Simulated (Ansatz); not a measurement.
One geometry of the cluster In₉P₈⁺, several levels of theory.

```yaml
crystal:
  periodic: [false, false, false]
  atoms:
    - {symbol: In, position_ang: [-1.475587, -2.815662, 1.939246]}
    - {symbol: In, position_ang: [3.082403, 3.087259, 1.007007]}
    - {symbol: In, position_ang: [-2.252908, 4.059365, -2.042254]}
    - {symbol: In, position_ang: [-0.224964, 3.474785, 2.501785]}
    - {symbol: In, position_ang: [-3.375198, -1.411581, -1.133104]}
    - {symbol: In, position_ang: [0.765785, -5.027674, -0.847286]}
    - {symbol: In, position_ang: [-1.338068, 0.087222, 1.089916]}
    - {symbol: In, position_ang: [-0.793875, 1.079133, -2.263684]}
    - {symbol: In, position_ang: [2.750894, -1.278965, -1.538195]}
    - {symbol: P, position_ang: [1.265731, 0.766688, 1.378353]}
    - {symbol: P, position_ang: [-1.760856, 2.570329, 0.323649]}
    - {symbol: P, position_ang: [0.248527, 3.259363, -0.502529]}
    - {symbol: P, position_ang: [1.071564, -2.626774, 0.875189]}
    - {symbol: P, position_ang: [2.512749, -1.089386, 1.397673]}
    - {symbol: P, position_ang: [-0.312740, -1.931413, -0.753840]}
    - {symbol: P, position_ang: [-1.708635, -3.621021, -0.683915]}
    - {symbol: P, position_ang: [1.545170, 1.418331, -0.748023]}
basis:
  gaussian: {orbitals: def2-SVP, initial_orbitals: start.molden}
total_charge: 1
correlation: {method: mp2}
scf: {omitted_lower_state_checks: [starts]}
output: {orbitals: {seedname: orbitals}}
```

The file start.molden holds the orbitals of an earlier run on this structure, at another level or in another basis.

```sh
$ ansatz run in.yaml --threads 2 --pin off --events-out ev --progress --plain --max-ram 32768MiB --backend cuda --devices 0, --max-vram 18GiB
```

It prints (some lines left out):

```
Functional definition: HF
4315 factors; integrals over basis functions are off by at most 1.1e-3 eV
mean field evaluation 1: about -120490.7770 eV, gradient 7.0e1 eV
mean field evaluation 2: about -120494.3285 eV, gradient 4.8e0 eV
mean field evaluation 4: about -120494.7297 eV, gradient 4.1e-1 eV
mean field evaluation 8: about -120494.7319 eV, gradient 1.5e-5 eV
mean field -120494.73192364 eV, -4428.0997239311 hartree, gradient 2.6e-6 eV, S^2 0.000000; 0 other end points of the search recorded, 0 dependent functions left out; unrestricted orbitals would lower it
76 core orbitals not correlated: weight in the atoms' cores, before any rotation towards them, 1.000 or more for the frozen orbitals, at most 0.000 for the correlated occupied ones
reference -120494.73192364 eV, -4428.0997239311 hartree; 78, 78 occupied and 224, 224 virtual orbitals, 4315 factors
second order -46.89466801 eV of doubles, -0.00000000 eV of singles
Total energy: -120541.62659165 eV, -4429.8230711942 hartree
Checks for a lower state left out: starts
```

It took 10 s on 2 threads of AMD EPYC 7R13 on a shared host and a share (18 GiB) of an NVIDIA H100 80GB HBM3, peak host memory 1.1 GiB.

The first input with `hamiltonian: {xc: pbe, dispersion: d4}` and without the key `correlation` (abridged; 7.5 s):

```
Functional definition: PBE
mean field -120827.86573913 eV, -4440.3421658441 hartree, gradient 1.9e-5 eV, S^2 0.000000
Total energy: -120830.42558049 eV, -4440.4362382788 hartree
Checks for a lower state left out: starts
```

As the first input, with `gaussian: {orbitals: def2-TZVP, fitting: {mean_field: def2-universal-jkfit}, initial_orbitals: start.molden}`, `hamiltonian: {xc: lda}` and without the key `correlation` (abridged; 7 s):

```
Functional definition: SPW92
mean field -120540.43812178 eV, -4429.7793957319 hartree, gradient 1.6e-5 eV, S^2 0.000000
Total energy: -120540.43820314 eV, -4429.7793987217 hartree
Checks for a lower state left out: starts
```

The first input with `hamiltonian: {xc: pbe0, dispersion: d4}` and without the key `correlation` (abridged; 9.5 s):

```
Functional definition: PBE0
mean field -120832.31208789 eV, -4440.5055661470 hartree, gradient 1.8e-5 eV, S^2 0.000000
Total energy: -120834.60985611 eV, -4440.5900075719 hartree
Checks for a lower state left out: starts
```

The first input with `gaussian: {orbitals: def2-TZVP, fitting: {mean_field: def2-universal-jkfit}, initial_orbitals: start.molden}`, `hamiltonian: {xc: pbe0, dispersion: d4}` and without the key `correlation` (abridged; 7.5 s):

```
Functional definition: PBE0
mean field -120858.70632503 eV, -4441.4755364713 hartree, gradient 1.2e-5 eV, S^2 0.000000
Total energy: -120861.00410457 eV, -4441.5599783121 hartree
Checks for a lower state left out: starts
```

As the first input, with `gaussian: {orbitals: def2-TZVP, fitting: {mean_field: def2-universal-jkfit}, initial_orbitals: start.molden}`, `hamiltonian: {xc: pbe, dispersion: d4}`, `output: {forces: true, orbitals: {seedname: orbitals}}` and without the key `correlation` (abridged; 9 s):

```
Functional definition: PBE
mean field -120854.70742457 eV, -4441.3285795901 hartree, gradient 8.6e-5 eV, S^2 0.000000
Total energy: -120857.26728282 eV, -4441.4226526455 hartree
Atom 0 force     0.081312     0.014146    -0.184161 eV/Å
Atom 1 force    -0.110102    -0.093192    -0.054768 eV/Å
Atom 2 force     0.059714    -0.082675     0.105916 eV/Å
Atom 3 force    -0.025500    -0.056672    -0.118078 eV/Å
Atom 4 force     0.100978    -0.066240     0.034117 eV/Å
Atom 5 force    -0.083676     0.126991     0.039492 eV/Å
Atom 6 force     0.095380     0.083397    -0.069417 eV/Å
Atom 7 force     0.068593     0.078810     0.114354 eV/Å
Atom 8 force    -0.053402     0.010656     0.106057 eV/Å
Atom 9 force     0.113741    -0.054308    -0.234731 eV/Å
Atom 10 force     0.240251     0.055339    -0.096566 eV/Å
Atom 11 force    -0.126799    -0.279357     0.055181 eV/Å
Atom 12 force    -0.072732     0.221429    -0.184381 eV/Å
Atom 13 force    -0.259398     0.009459    -0.106750 eV/Å
Atom 14 force    -0.069365    -0.356388     0.277737 eV/Å
Atom 15 force     0.194539     0.250050     0.051495 eV/Å
Atom 16 force    -0.153534     0.138554     0.264502 eV/Å
Dipole moment:    -0.213927    -0.020432    -0.303729 e Å
Checks for a lower state left out: starts
```

First input, but with `gaussian: {orbitals: def2-TZVP, fitting: {mean_field: def2-universal-jkfit}, initial_orbitals: start.molden}`, `hamiltonian: {xc: r2scan, dispersion: d4}` and without the key `correlation` (abridged; 11 s):

```
Functional definition: r2SCAN
mean field -120898.67212031 eV, -4442.9442523582 hartree, gradient 3.0e-5 eV, S^2 0.000000
Total energy: -120899.26648040 eV, -4442.9660946885 hartree
Checks for a lower state left out: starts
```

Geometry: PBE-D4/def2-SVP.

In the def2 sets In takes a core potential; there is no spin–orbit coupling. Correlated methods freeze 76 core orbitals; core or outer-core shells of In are correlated, in sets that lack core-valence functions. Single mean-field runs in def2-TZVP are fitted with def2-universal-jkfit. At MP2/def2-SVP the restricted singlet (for correlated methods, its reference) is unstable: a solution with broken spin symmetry lies lower. The restricted singlet is unstable towards broken spin symmetry in Hartree–Fock (as tested in another run); at PBE-D4/def2-SVP, LDA (SPW92)/def2-TZVP, PBE0-D4/def2-SVP, PBE0-D4/def2-TZVP and others this wasn't settled. Another isomer (singlet) lies 0.37 eV lower at PBE0-D4/def2-TZVP; other spin states weren't run for this one.
